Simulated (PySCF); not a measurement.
The multiplicity is imposed and other spin states were not computed.

Cartesian coordinates (Å):
```xyz
10

Pt    -0.0128     0.0579    -0.0286
O     -3.1266    -0.2476     0.1356
C     -1.9801    -0.1261     0.0619
O      1.1171     1.2240     2.6500
C      0.7055     0.8082     1.6538
O      1.3339    -2.7037    -0.6414
C      0.8425    -1.6789    -0.4339
N      0.6786     2.1117    -2.4107
C      0.4259     1.3572    -1.5383
H      0.8948     2.7562    -3.1534
```
Charge 0, multiplicity 1.

Question: Predict the HOMO–LUMO gap, LUMO and mean C–O bond length of the carbonyls from TPSSh-D3(BJ)/def2-TZVP // TPSS-D3(BJ)/def2-SVP (PySCF).

Answer: 
| Item | Result |
|---|---|
| HOMO–LUMO gap | 5.26 eV |
| LUMO | -1.21 eV |
| mean C–O bond length of the carbonyls | 1.155 Å |
